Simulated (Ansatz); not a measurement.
CrO₃⁻: single points at one geometry.

```yaml
crystal:
  periodic: [false, false, false]
  atoms:
    - {symbol: Cr, position_ang: [-0.003825, -0.000070, 0.000093]}
    - {symbol: O, position_ang: [0.017832, 1.123075, 1.188188]}
    - {symbol: O, position_ang: [0.066147, -1.589613, 0.376854]}
    - {symbol: O, position_ang: [-0.080153, 0.466619, -1.565136]}
basis:
  gaussian: {orbitals: def2-TZVPD, initial_orbitals: start.molden}
total_charge: -1
magnetization: {spin_polarized: true, initial_magnetization: 1}
hamiltonian: {xc: {text: "exchange = 0.50*pbe_x + 0.50*exact_x\ncorrelation = pbe_c"}}
scf: {omitted_lower_state_checks: [starts]}
output: {orbitals: {seedname: orbitals}}
```

The file start.molden holds the orbitals of an earlier run on this structure, at another level or in another basis.

```sh
$ ansatz run in.yaml --threads 4 --pin off --events-out ev --progress --plain --max-ram 3916MiB
```

Shortened log:

```
Functional definition: unnamed
1174 factors; their error is unknown
mean field evaluation 1: about -34553.3261 eV, gradient 8.4e0 eV
mean field evaluation 2: about -34553.6047 eV, gradient 7.1e-1 eV
mean field evaluation 4: about -34553.6378 eV, gradient 2.5e-2 eV
mean field evaluation 8: about -34553.8391 eV, gradient 1.9e-5 eV
mean field -34553.83913572 eV, -1269.8301668043 hartree, gradient 2.6e-5 eV, S^2 1.209195; 0 other end points of the search recorded, 0 dependent functions left out
reference -34553.83916267 eV, -1269.8301677947 hartree; 25, 24 occupied and 143, 144 virtual orbitals, 1174 factors
Total energy: -34553.83916267 eV, -1269.8301677947 hartree
Checks for a lower state left out: starts
```

It took 6 s on 4 threads of Intel Xeon Platinum 8488C on a shared host, peak host memory 0.71 GiB.

As the first input, with `hamiltonian: {xc: pbe, dispersion: d4}` (abridged; 1.4 s):

```
Functional definition: PBE
mean field -34557.83086094 eV, -1269.9768600004 hartree, gradient 1.7e-5 eV, S^2 0.765112
Total energy: -34557.93235880 eV, -1269.9805899779 hartree
Checks for a lower state left out: starts
```

As the first input, with `hamiltonian: {xc: {text: "exchange = 0.85*pbe_x + 0.15*exact_x\ncorrelation = pbe_c"}}` (abridged; 2.2 s):

```
Functional definition: unnamed
mean field -34556.40174953 eV, -1269.9243411247 hartree, gradient 2.4e-5 eV, S^2 0.785360
Total energy: -34556.40178965 eV, -1269.9243425991 hartree
Checks for a lower state left out: starts
```

First input, but with `hamiltonian: {xc: {text: "exchange = 0.65*pbe_x + 0.35*exact_x\ncorrelation = pbe_c"}}` (abridged; 3.2 s):

```
Functional definition: unnamed
mean field -34554.78563516 eV, -1269.8649500172 hartree, gradient 4.6e-5 eV, S^2 0.904477
Total energy: -34554.78566828 eV, -1269.8649512344 hartree
Checks for a lower state left out: starts
```

The first input with `gaussian: {orbitals: def2-SVPD, initial_orbitals: start.molden}`, `correlation: {method: ccsd_t}`, `scf: {omitted_lower_state_checks: [starts, cluster_reference]}` and without the key `hamiltonian` (abridged; 20 s):

```
Functional definition: HF
mean field evaluation 16: about -34490.8040 eV, gradient 4.8e-9 eV
mean field -34490.80402486 eV, -1267.5136692071 hartree, gradient 4.2e-9 eV, S^2 2.616093
8 core orbitals not correlated: weight in the atoms' cores, before any rotation towards them, 1.000 or more for the frozen orbitals, at most 0.000 for the correlated occupied ones
second order -24.62148831 eV of doubles, -0.00000000 eV of singles
cycle   1  -23.21746938 eV  change     1.4e0 eV  update   3.0e-1
cycle   2  -25.01034315 eV  change    -1.8e0 eV  update   1.5e-1
cycle   3  -25.98041001 eV  change   -9.7e-1 eV  update   1.1e-1
cycle   4  -26.46338052 eV  change   -4.8e-1 eV  update   6.9e-2
cycle   5  -26.69469871 eV  change   -2.3e-1 eV  update   4.1e-2
cycle   6  -26.94136703 eV  change   -2.5e-1 eV  update   1.9e-2
cycle   7  -26.99494927 eV  change   -5.4e-2 eV  update   1.1e-2
cycle   8  -27.02605626 eV  change   -3.1e-2 eV  update   4.7e-3
cycle   9  -27.04339013 eV  change   -1.7e-2 eV  update   3.0e-3
cycle  10  -27.03856092 eV  change    4.8e-3 eV  update   1.5e-3
cycle  11  -27.04162969 eV  change   -3.1e-3 eV  update   6.1e-4
cycle  12  -27.04249338 eV  change   -8.6e-4 eV  update   2.9e-4
cycle  13  -27.04240132 eV  change    9.2e-5 eV  update   1.5e-4
cycle  14  -27.04265627 eV  change   -2.5e-4 eV  update   8.2e-5
cycle  15  -27.04245651 eV  change    2.0e-4 eV  update   4.0e-5
cycle  16  -27.04253023 eV  change   -7.4e-5 eV  update   2.2e-5
cycle  17  -27.04251964 eV  change    1.1e-5 eV  update   1.0e-5
perturbative correction -1.98246394 eV, -0.0728542062 hartree
WARN: the results are in doubt because among natural orbitals full CI differs from the method by -0.234 eV
Total energy: -34519.82900845 eV, -1268.5803176799 hartree
In doubt: among natural orbitals full CI differs from the method by -0.234 eV
Checks for a lower state left out: starts, cluster_reference
```

First input, but with `correlation: {method: mp2}` and without the key `hamiltonian` (abridged; 2.8 s):

```
Functional definition: HF
mean field -34502.16337540 eV, -1267.9311176396 hartree, gradient 3.9e-6 eV, S^2 2.591602
8 core orbitals not correlated: weight in the atoms' cores, before any rotation towards them, 1.000 or more for the frozen orbitals, at most 0.000 for the correlated occupied ones
second order -31.19319737 eV of doubles, -0.00000000 eV of singles
Total energy: -34533.35657277 eV, -1269.0774464995 hartree
Checks for a lower state left out: starts
```

The first input with `gaussian: {orbitals: def2-SVPD, initial_orbitals: start.molden}`, `hamiltonian: {xc: pbe0, dispersion: d4}` (abridged; 1.4 s):

```
Functional definition: PBE0
mean field -34544.54243334 eV, -1269.4885192935 hartree, gradient 3.6e-5 eV, S^2 0.830069
Total energy: -34544.62700689 eV, -1269.4916273142 hartree
Checks for a lower state left out: starts
```

Geometry: PBE-D4/def2-TZVPD.

Correlated methods freeze 8 core orbitals; core or outer-core shells of Cr are correlated, in sets that lack core-valence functions. At PBE with 50 % exact exchange/def2-TZVPD, PBE with 35 % exact exchange/def2-TZVPD, CCSD(T)/def2-SVPD, MP2/def2-TZVPD and others the charge -1 doublet is spin-contaminated (final ⟨S²⟩ up to 2.62, 0.75 for a pure state). At CCSD(T)/def2-SVPD the program marks the result for the charge -1 doublet as doubtful (large difference). At CCSD(T)/def2-SVPD T1 of the charge -1 doublet is large (up to 0.096), so the single-reference result is doubtful. The structure comes from a short search, and lower isomers may exist.
